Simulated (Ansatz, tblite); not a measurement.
Cost and result up the ladder for the cluster Li₇Sn₂ (the lowest doublet isomer of a short search) (9 atoms). Total charge 0; doublet. Geometry: B3LYP-D4/def2-SVP.

```xyz
9

Li    0.634    0.772    2.749
Li   -2.057    1.254   -1.661
Li    0.545    1.474   -0.164
Li    2.458   -1.060   -1.618
Li    0.342   -3.027   -0.542
Li   -1.825    2.623    1.394
Li   -1.316   -0.326    0.770
Sn    1.422   -1.003    0.868
Sn   -0.204   -0.706   -1.796
```

Ansatz on 4 threads of Arm Neoverse N1 on a shared host; xTB runs through tblite on one thread. Times are rough, summed over both states, and most runs start from the orbitals of an earlier one. ωB97M-V/def2-TZVP serves as the yardstick here, not as an exact answer. The other state is a quartet at its own geometry, which has other bonds, so the gap mixes isomer and spin.

In the def2 sets Sn takes a core potential; there is no spin–orbit coupling. The xTB rows come from tblite. Another isomer (doublet) lies 0.02 eV lower at r2SCAN-D4/def2-TZVP.

Run but left out: HF/def2-SVP, HF/def2-TZVP, PBE-QIDH/def2-TZVP, MP2/def2-SVP, MP2/def2-TZVP, CCSD/def2-SVP, CCSD(T)/def2-SVP (doublet: ⟨S²⟩ 0.90 to 1.36, where a pure state has 0.75).

xTB has no spin-polarisation term.

```
                            level  functions  quartet − doublet (eV)  difference from ωB97M-V/def2-TZVP (eV)
                ωB97M-V/def2-TZVP        198                    1.31                                    0.00
                 PBE-D4/def2-TZVP        198                    0.78                                   -0.53
                         GFN2-xTB         46                    1.15                                   -0.16
                         GFN1-xTB         46                    0.85                                   -0.46
                PBE0-D4/def2-TZVP        198                    0.78                                   -0.54
r2SCAN-D4/def2-TZVP (with forces)        198                    0.68                                   -0.63
```

Task: Estimate how long each takes.

Result: GFN1-xTB 0.022 s; GFN2-xTB 0.038 s; PBE-D4/def2-TZVP 20 s; PBE0-D4/def2-TZVP 37 s; r2SCAN-D4/def2-TZVP (with forces) 1.7 min; ωB97M-V/def2-TZVP 3.8 min. On shared hardware such times vary by a factor of up to 3.
